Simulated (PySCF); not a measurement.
Cl$_{4}$Ti, singlet, at a GFN2-xTB geometry (such geometries of metal compounds can be far from the true shape), atoms displaced at random by about 0.03 Å a coordinate; PySCF with DF-B3LYP/STO-3G, gradient.

The PySCF input:
```python
from pyscf import gto, scf, dft

mol = gto.M(
    atom='''
Ti    0.030860   -0.017704   -0.043113
Cl    1.664270   -0.512637   -1.068513
Cl    0.567606    0.484054    1.927463
Cl   -0.907773    1.679810   -0.893444
Cl   -1.314822   -1.537589    0.028070
''',
    basis='sto-3g',
    charge=0,
    spin=0,
    verbose=4,
)

mf = dft.RKS(mol)
mf.xc = 'b3lyp'
mf = mf.density_fit(auxbasis='def2-universal-jkfit')
mf.kernel()
g = mf.nuc_grad_method()
grad = g.kernel()
```

Q: Write the output that PySCF gives for this input, abridged.

A: 
```
PySCF version 2.14.0

[INPUT] verbose = 4
[INPUT] num. atoms = 5
[INPUT] num. electrons = 90
[INPUT] charge = 0
[INPUT] spin (= nelec alpha-beta = 2S) = 0
[INPUT] symmetry False subgroup None
[INPUT] Mole.unit = angstrom
[INPUT] Symbol           X                Y                Z      unit          X                Y                Z       unit  Magmom
[INPUT]  1 Ti     0.030860000000  -0.017704000000  -0.043113000000 AA    0.058316948204  -0.033455711309  -0.081471762408 Bohr   0.0
[INPUT]  2 Cl     1.664270000000  -0.512637000000  -1.068513000000 AA    3.145014497330  -0.968743531319  -2.019196930537 Bohr   0.0
[INPUT]  3 Cl     0.567606000000   0.484054000000   1.927463000000 AA    1.072619886660   0.914729489500   3.642377185233 Bohr   0.0
[INPUT]  4 Cl    -0.907773000000   1.679810000000  -0.893444000000 AA   -1.715442353275   3.174380841306  -1.688364467636 Bohr   0.0
[INPUT]  5 Cl    -1.314822000000  -1.537589000000   0.028070000000 AA   -2.484653482553  -2.905622102144   0.053044612317 Bohr   0.0

nuclear repulsion = 657.125756245992
number of shells = 28
number of NR pGTOs = 162
number of NR cGTOs = 54
basis = sto-3g
ecp = {}

******** <class 'pyscf.df.df_jk.DFRKS'> ********
method = DFRKS
initial guess = minao
damping factor = 0
level_shift factor = 0
DIIS = <class 'pyscf.scf.diis.CDIIS'>
diis_start_cycle = 1
diis_space = 8
diis_damp = 0
SCF conv_tol = 1e-09
SCF conv_tol_grad = None
SCF max_cycles = 50
direct_scf = False
XC library pyscf.dft.libxc version 7.1.2
    S. Lehtola, C. Steigemann, M. J. T. Oliveira, and M. A. L. Marques,  SoftwareX 7, 1–5 (2018)
XC functionals = b3lyp
    P. J. Stephens, F. J. Devlin, C. F. Chabalowski, and M. J. Frisch,  J. Phys. Chem. 98, 11623 (1994)
radial grids:
    Treutler-Ahlrichs [JCP 102, 346 (1995); DOI:10.1063/1.469408] (M4) radial grids

becke partition: Becke, JCP 88, 2547 (1988); DOI:10.1063/1.454033
pruning grids: <function nwchem_prune>
grids dens level: 3
symmetrized grids: False
atomic radii adjust function: <function treutler_atomic_radii_adjust>
small_rho_cutoff = 0
Set gradient conv threshold to 3.16228e-05
Initial guess from minao.
tot grids = 96424
******** <class 'pyscf.df.df.DF'> ********
auxbasis = def2-universal-jkfit
init E= -2660.48471937877
  HOMO = -0.530735584400848  LUMO = -0.1716552934535  gap/eV = 9.77107
cycle= 1 E= -2661.73332720008  delta_E= -1.25  |g|= 0.501  |ddm|= 3.28
  HOMO = -0.275328302046405  LUMO = -0.0986174367945061  gap/eV = 4.80855
cycle= 2 E= -2661.15939506291  delta_E= 0.574  |g|= 1.57  |ddm|=  2.5
  HOMO = -0.282602070326616  LUMO = 0.0149164214414683  gap/eV = 8.09589
cycle= 3 E= -2661.83158808751  delta_E= -0.672  |g|= 0.0946  |ddm|= 1.61
  HOMO = -0.282712216486783  LUMO = 0.0279767197384415  gap/eV = 8.45428
cycle= 4 E= -2661.8346009319  delta_E= -0.00301  |g|= 0.00684  |ddm|= 0.133
  HOMO = -0.284338329268263  LUMO = 0.0279006394160691  gap/eV = 8.49646
cycle= 5 E= -2661.83462720712  delta_E= -2.63e-05  |g|= 0.00158  |ddm|= 0.0184
  HOMO = -0.284211020103704  LUMO = 0.0276916635985778  gap/eV = 8.48730
cycle= 6 E= -2661.83462815022  delta_E= -9.43e-07  |g|= 9.83e-05  |ddm|= 0.00246
  HOMO = -0.284207683771223  LUMO = 0.0276822328086595  gap/eV = 8.48696
cycle= 7 E= -2661.83462815371  delta_E= -3.49e-09  |g|= 3.93e-06  |ddm|= 0.000153
  HOMO = -0.284207660274899  LUMO = 0.0276822202475771  gap/eV = 8.48696
cycle= 8 E= -2661.83462815372  delta_E= -6.37e-12  |g|= 1.22e-06  |ddm|= 1.03e-05
  HOMO = -0.284207684281875  LUMO = 0.027682350301976  gap/eV = 8.48696
Extra cycle  E= -2661.83462815373  delta_E= -8.19e-12  |g|= 9.84e-07  |ddm|= 5.1e-06
converged SCF energy = -2661.83462815373

******** <class 'pyscf.df.grad.rks.Gradients'> for <class 'pyscf.df.df_jk.DFRKS'> ********
unit = Eh/Bohr
grid_response = False
--------------- DFRKS gradients ---------------
         x                y                z
0 Ti     0.0428957670    -0.0689523059    -0.0422966371
1 Cl    -0.1006829350     0.0318894639     0.0648923742
2 Cl    -0.0107361083    -0.0081185628    -0.0349535359
3 Cl     0.0115747087    -0.0224322151     0.0136126791
4 Cl     0.0569275631     0.0675562932    -0.0012161221
----------------------------------------------
```
